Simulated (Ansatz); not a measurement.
`[SiH3][N]([SiH3])[Cu]` + HI → `[Cu][I]` + `[SiH3]N[SiH3]` at 400 K and 1 bar (ligand exchange at a Cu–N bond).

Computed with Ansatz on PBE0-D4/def2-TZVP structures; ΔE is electronic, products minus reactants. CCSD(T)/CBS adds triple-zeta CCSD(T) − MP2 to the extrapolated MP2 energy (def2 sets, frozen cores). This one scheme is used for every species. def2 core potentials past Kr. For Cu, I outer-core shells are correlated without core-valence functions, which leaves a few kJ/mol of doubt a bond. Scalar relativity is left out up to krypton.

```
                species  CCSD(T)/CBS energy (Eh)  H − E (kJ/mol)  S (J/(mol·K))
`[SiH3][N]([SiH3])[Cu]`              -2275.98935           180.7          410.9
                     HI               -298.03592            25.7          215.0
              `[Cu][I]`              -1936.97972            15.2          266.9
        `[SiH3]N[SiH3]`               -637.10515           203.4          366.7
```

H − E and S are ideal-gas, rigid-rotor, harmonic terms from PBE0-D4/def2-TZVP. 1 Eh = 2625.50 kJ/mol, R = 8.31446 J/(mol·K).

Problem. By hand: ΔE, ΔH, ΔS and ΔG.

Solution. ΔE = (-1936.97972) + (-637.10515) − (-2275.98935) − (-298.03592) = -0.05960 Eh = -156.5 kJ/mol. Δ(H − E) = 15.2 + 203.4 − 180.7 − 25.7 = 12.2, so ΔH = -144.3 kJ/mol. ΔS = 266.9 + 366.7 − 410.9 − 215.0 = 7.7 J/(mol·K). ΔG = -144.3 − 400 × (7.7)/1000 = -147.4 kJ/mol.

Problem. By hand: the equilibrium constant, and the temperature at which ΔG would vanish if ΔH and ΔS stayed fixed.

Solution. log₁₀ K = −ΔG/(RT ln 10) = 19.2. ΔH and −TΔS have one sign here, so there is no such temperature.

The number of gas molecules stays the same, so ΔS is small and ΔH decides. A doubt of 5 kJ/mol in ΔE shifts log₁₀ K by 0.7 here. Modes under 60 cm⁻¹, often nearly free rotors, make the harmonic entropy too high. These are equilibria of isolated gas molecules and say nothing of rates. Largest T1 diagnostic: 0.026 (customary marks: 0.02 for closed shells, 0.045 for open ones).
